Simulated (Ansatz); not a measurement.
Relaxation of BH₂NSe (5 atoms, charge 0, multiplicity 1), to a largest force component of 0.02 eV/Å in at most 50 steps.

All numbers below come from RKS PBE0/def2-SVP (Ansatz).

```xyz
5
Properties=species:S:1:pos:R:3
N -0.407 0.417 -0.326
B 0.423 -0.435 0.340
Se 1.477 -1.510 1.181
H -0.707 -0.736 0.306
H -0.796 0.219 -1.233
```

Question: Where does it end, and by what steps?

Answer: It converged. After 10 steps the energy has fallen by 2.854 eV; H4 moved furthest, 0.97 Å. Parted: B2–H4. Joined: N1–H4.

```json
{"step": "0", "energy less start (eV)": "0.0000", "largest force component (eV/Å)": "3.881", "accepted": "yes"}
{"step": "1", "energy less start (eV)": "-0.6642", "largest force component (eV/Å)": "3.049", "accepted": "yes"}
{"step": "2", "energy less start (eV)": "-1.7304", "largest force component (eV/Å)": "2.986", "accepted": "yes"}
{"step": "3", "energy less start (eV)": "-2.1945", "largest force component (eV/Å)": "2.515", "accepted": "yes"}
{"step": "4", "energy less start (eV)": "-2.5697", "largest force component (eV/Å)": "1.298", "accepted": "yes"}
{"step": "5", "energy less start (eV)": "-2.7866", "largest force component (eV/Å)": "0.520", "accepted": "yes"}
{"step": "6", "energy less start (eV)": "-2.8412", "largest force component (eV/Å)": "0.361", "accepted": "yes"}
{"step": "7", "energy less start (eV)": "-2.8475", "largest force component (eV/Å)": "0.191", "accepted": "yes"}
{"step": "8", "energy less start (eV)": "-2.8536", "largest force component (eV/Å)": "0.036", "accepted": "yes"}
{"step": "9", "energy less start (eV)": "-2.8536", "largest force component (eV/Å)": "0.038", "accepted": "yes"}
{"step": "10", "energy less start (eV)": "-2.8536", "largest force component (eV/Å)": "0.001", "accepted": "yes"}
```

```xyz
5
Properties=species:S:1:pos:R:3
N -0.543 -0.134 -0.258
B 0.546 -0.688 0.370
Se 1.939 -1.395 1.172
H -1.474 -0.159 0.139
H -0.479 0.331 -1.155
```

Whether the end is a true minimum wasn't checked by a vibrational analysis.

The run took 34 s on 1 thread of Intel(R) Xeon(R) Processor @ 2.70GHz (shared host), peak memory 0.15 GiB.
